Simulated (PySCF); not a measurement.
How methods differ on the ionisation energy of Tb⁴⁷⁺

Tb⁴⁷⁺ [Ar] (1S) → Tb⁴⁸⁺ [Ne] 3s2 3p5 (2P), as a difference of total energies. Computed with PySCF 2.14 in an uncontracted even-tempered set (18 s from 10 bohr⁻², ratio 2.5; 12 p from 14 bohr⁻², ratio 2.5; 4 d from 58 bohr⁻², ratio 2.7; 4 f from 87 bohr⁻², ratio 2.7), with the spin-free X2C one-electron Hamiltonian (Gaussian nucleus). Correlated levels: outer shells: 1s2 frozen; virtual orbitals above 40 to 60 times the deepest correlated orbital energy dropped. The calculations carry no spin-orbit coupling.

```json
{"method": "UHF", "ionisation energy (eV)": "4201.1"}
{"method": "LDA", "ionisation energy (eV)": "4201.9"}
{"method": "PBE", "ionisation energy (eV)": "4202.4"}
{"method": "PBE0", "ionisation energy (eV)": "4202.6"}
{"method": "r2SCAN", "ionisation energy (eV)": "4203.5"}
{"method": "PBEsol", "ionisation energy (eV)": "4201.8"}
{"method": "BHandHLYP", "ionisation energy (eV)": "4202.5"}
{"method": "MP2 (outer shells)", "ionisation energy (eV)": "4202.1"}
{"method": "SCS-MP2 (outer shells)", "ionisation energy (eV)": "4202.0"}
```

A first-order spin-orbit estimate (lowest level to lowest level, LS coupling) adds -58.660 eV.

Breit and QED terms and the two-electron picture change are absent.

For comparison: 4139 ± 4 eV (theoretical estimate listed by NIST; NIST Atomic Spectra Database, ionization energies).
